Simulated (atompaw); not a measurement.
## PBE PAW (atompaw) dataset for Cl, non-relativistic all-electron reference.

Cl, PAW, made with atompaw 4.2.0.5 (PBE, non-relativistic). Core [Ne], reference 3s2 3p5. Waves: 3s (bound): rc 1.55 bohr; 3s channel at -0.75 Ry: rc 1.55 bohr; 3p (bound): rc 1.55 bohr; 3p channel at -0.3 Ry: rc 1.55 bohr; 3d channel at 0.05 Ry: rc 1.55 bohr; 3d channel at 2.7 Ry: rc 1.55 bohr. Local part: troulliermartins scheme with l = 3 at 0 Ry, radius 1.35 bohr. Core correction: smooth core density matched at 0.95 bohr. Augmentation charge: sinc compensation charge, radius 1.35 bohr; PAW radius 1.55 bohr; waves and projectors: custom rrkj gramschmidtortho.

- Cutoffs needed: 25 Ry and 35 Ry (the cutoffs (Ry, on a coarse ladder) from which the occupation-weighted sum of valence levels, in a spherical-Bessel basis at the reference potential, stays within 10 and 1 mRy of its value at 400 Ry)
- Ghost test: no extra level below or beside the all-electron valence levels (s, p, d, f tested) (spherical-Bessel basis up to 400 Ry, 20 bohr box)
- Lowest eigenvalue of the overlap operator: 0.39 (s channel)
- Overlap eigenvalues printed by atompaw (projector basis): 0.164, 0.457, 0.951, 1.11, 4.5, 1.71e+03
- Share of each valence orbital outside the PAW sphere: 3s 44 %, 3p 59 %
